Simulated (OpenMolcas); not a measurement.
An atom or ion with 39 electrons was computed by XMS-CASPT2, IPEA 0.25 Eh, imaginary shift 0.1 Eh with spin-orbit coupling (OpenMolcas, ANO-RCC-VTZP, DKH2). The lowest levels that the run gave, each within 12 % of the measured value where one is at hand:

| J | Parity | E (cm⁻¹) | g |
| --- | --- | --- | --- |
| 3/2 | even | 0.0 | 0.402 |
| 5/2 | even | 537 | 1.029 |
| 7/2 | even | 1225 | 1.238 |
| 9/2 | even | 2020 | 1.332 |
| 3/2 | even | 8810 | 1.640 |
| 1/2 | even | 8860 | 2.480 |
| 5/2 | even | 9780 | 1.597 |
| 7/2 | even | 10020 | 0.890 |
| 9/2 | even | 10590 | 1.095 |
| 1/2 | even | 11230 | 0.857 |
| 3/2 | even | 11420 | 1.267 |
| 3/2 | even | 13610 | 0.957 |

**Question.** Which ion is it, and what are the configurations and terms?

**Answer.** Nb III (Z = 41, charge +2; active space 3 electrons in 6 orbitals (4d 5s)). J, parity and g give the terms where levels are pure, and mixed ones are named by the computed weights; the size of the splittings, set against known spectra of the 39-electron sequence, gives the charge. In order, with the measured energies in cm⁻¹ (the list in Shadmi, J. Res. Natl. Bur. Stand. 70A, 435 (1966)): 4d³ ⁴F_3/2, 4d³ ⁴F_5/2 (516), 4d³ ⁴F_7/2 (1177), 4d³ ⁴F_9/2 (1939), 4d³ ⁴P_3/2 (8608), 4d³ ⁴P_1/2 (8664), 4d³ ⁴P_5/2 (9594), 4d³ ²G_7/2 (9236), 4d³ ²G_9/2 (9804), 4d³ ²P_1/2, 4d³ ²P_3/2 [54 %], 4d³ ²D_3/2(1) [70 %].

CASPT2 does not keep the components of a term degenerate, so their means are used; among the terms shown or strongly mixed into the levels shown the widest spread is 1700 cm-1 (4d³ ²G). Over all roots computed the reference weight is 0.86 to 0.94; the roots of lowest weight are the least certain, and an intruder state may touch them. Terms from blocks run as CI alone lack orbitals of their own. Configurations are named by rounded mean occupations; where the s occupation lies near a half they are strongly mixed, a name can repeat and a true partner stay unpaired. The CASPT2 spread within a term exceeds the gap to the next term for 4d³ ⁴P and 4d³ ²G, 4d³ ²G and 4d³ ²P, so the order of their levels is uncertain. Computed and measured levels are paired by configuration, term and J; levels that our copy of the source lacks, or whose pairing is in doubt (as where it misses far off the trend of its configuration), stay unpaired and out of the deviations. Levels of configurations outside the active space are missing.

A share in square brackets marks a mixed level and gives the weight of the term that names it. A number in round brackets counts repeated terms of one configuration in the order of the reference energies.
